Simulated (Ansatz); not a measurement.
One change: `BC(F)F` becomes `F[CH](F)[GaH2]`.

Ansatz, PBE0-D4/def2-TZVP geometries, multiplicity 1. 

Scalar relativity is left out up to krypton.

```csv
property,`BC(F)F`
HOMO–LUMO gap (ωB97M-V/def2-TZVPP) / eV,11.02
HOMO energy (PBE0/def2-TZVPP) / eV,-9.06
LUMO energy (B3LYP/def2-TZVPP) / eV,-2.70
HOMO energy (PBE/def2-TZVPP) / eV,-7.38
LUMO energy (ωB97M-V/def2-TZVPP) / eV,-0.44
LUMO energy (PBE0/def2-TZVPP) / eV,-2.43
```

Give the same properties after the change, and the shifts. (An estimate is asked.)

The calculation gave: 
```tsv
property	`F[CH](F)[GaH2]`	shift
HOMO–LUMO gap (ωB97M-V/def2-TZVPP) / eV	9.80	-1.22
HOMO energy (PBE0/def2-TZVPP) / eV	-7.87	1.19
LUMO energy (B3LYP/def2-TZVPP) / eV	-2.37	0.33
HOMO energy (PBE/def2-TZVPP) / eV	-6.44	0.94
LUMO energy (ωB97M-V/def2-TZVPP) / eV	-0.34	0.10
LUMO energy (PBE0/def2-TZVPP) / eV	-2.06	0.37
```

With PBE0 the HOMO rises by 1.19 eV and the LUMO rises by 0.37 eV, so the gap narrows by about 0.82 eV. PBE moves the HOMO by 0.94 eV and ωB97M-V by 1.32 eV.

B3LYP here is the variant with VWN-RPA as its local correlation; programs differ in this.
